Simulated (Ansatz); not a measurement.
Start from `NC(N)(F)F` and change one atom or group to get `N[C](F)(F)[GeH3]`.

Ansatz, PBE0-D4/def2-TZVP geometries, multiplicity 1. Each molecule was computed in one conformer, which needn't be the lowest.

Scalar relativity is left out up to krypton.

| property | `NC(N)(F)F` |
| --- | --- |
| HOMO–LUMO gap (ωB97M-V/def2-TZVPP) / eV | 13.04 |
| HOMO energy (B3LYP/def2-TZVPP) / eV | -7.94 |
| LUMO energy (PBE0/def2-TZVPP) / eV | 1.05 |
| size of the dipole moment (B3LYP/def2-TZVPP) / D | 1.39 |
| HOMO–LUMO gap (B3LYP/def2-TZVPP) / eV | 8.58 |
| size of the dipole moment (ωB97M-V/def2-TZVPP) / D | 1.36 |

(1) Give the same properties after the change, and the shifts. (Estimate.)

## Answers

(1) The calculation gave: 
| property | `N[C](F)(F)[GeH3]` | shift |
| --- | --- | --- |
| HOMO–LUMO gap (ωB97M-V/def2-TZVPP) / eV | 11.77 | -1.27 |
| HOMO energy (B3LYP/def2-TZVPP) / eV | -7.40 | 0.54 |
| LUMO energy (PBE0/def2-TZVPP) / eV | 0.37 | -0.68 |
| size of the dipole moment (B3LYP/def2-TZVPP) / D | 2.88 | 1.49 |
| HOMO–LUMO gap (B3LYP/def2-TZVPP) / eV | 7.45 | -1.13 |
| size of the dipole moment (ωB97M-V/def2-TZVPP) / D | 2.92 | 1.56 |

With PBE0 the HOMO rises by 0.60 eV and the LUMO falls by 0.68 eV, so the gap narrows by about 1.28 eV. PBE moves the HOMO by 0.32 eV and ωB97M-V by 0.79 eV. Dipoles are sizes alone; their direction can turn.

B3LYP here is the variant with VWN-RPA as its local correlation; programs differ in this.
